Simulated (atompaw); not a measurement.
**silicon (Si): one change to a PAW (atompaw) potential, before and after**

```
Element                 : Si (Z = 14)
Generator               : atompaw 4.2.0.5
Type                    : PAW
Functional              : LDA (PW92)
Relativity              : scalar-relativistic
Frozen core             : [Ne]
Valence charge          : 4
Reference configuration : 3s2 3p2
Partial waves           : 3s (bound): rc 1.95 bohr; 3s channel at 0.25 Ry: rc 1.95 bohr; 3p (bound): rc 1.95 bohr; 3p channel at 0.3 Ry: rc 1.95 bohr; 3d channel at 0.35 Ry: rc 1.95 bohr; 3d channel at 2.15 Ry: rc 1.90 bohr
Local potential         : bessel scheme, radius 1.80 bohr
Core correction         : smooth core density matched at 1.35 bohr
Augmentation charge     : sinc compensation charge, radius 1.60 bohr; PAW radius 1.95 bohr; waves and projectors: custom rrkj gramschmidtortho
```

Change: augmentation sinc compensation charge, radius 1.60 bohr; PAW radius 1.95 bohr; waves and projectors: modrrkj vanderbiltortho.

Cutoffs: the cutoffs (Ry, on a coarse ladder) from which the occupation-weighted sum of valence levels, in a spherical-Bessel basis at the reference potential, stays within 10 and 1 mRy of its value at 400 Ry; they do not see the model core or the augmentation charge, which bear on the density cutoff.

Problem. What does the change do?

Solution. The potential gets softer (8 Ry and 15 Ry → 6 Ry and 12 Ry); the range in which the d phases agree narrows (upper end at the end of the scan → 0.8); neither file shows a bound ghost.

| quantity | base | changed |
| --- | --- | --- |
| cutoff, loose | 8 Ry | 6 Ry |
| cutoff, tight | 15 Ry | 12 Ry |
| bound ghosts | none | none |
| s: phases at 1.96 bohr within 0.05 rad from the reference energy up to (Ry; the scan ends near 5) | to the end of the scan | 4.9 |
| p: phases at 1.96 bohr within 0.05 rad from the reference energy up to (Ry; the scan ends near 5) | to the end of the scan | to the end of the scan |
| d: phases at 1.96 bohr within 0.05 rad from the reference energy up to (Ry; the scan ends near 5) | to the end of the scan | 0.8 |
| lowest overlap eigenvalue by channel | s 0.45, p 0.80, d 0.92 | s 0.00, p 0.00, d 0.03 |

 The cutoffs see the waves, projectors and local potential, not the compensation charge or the core.
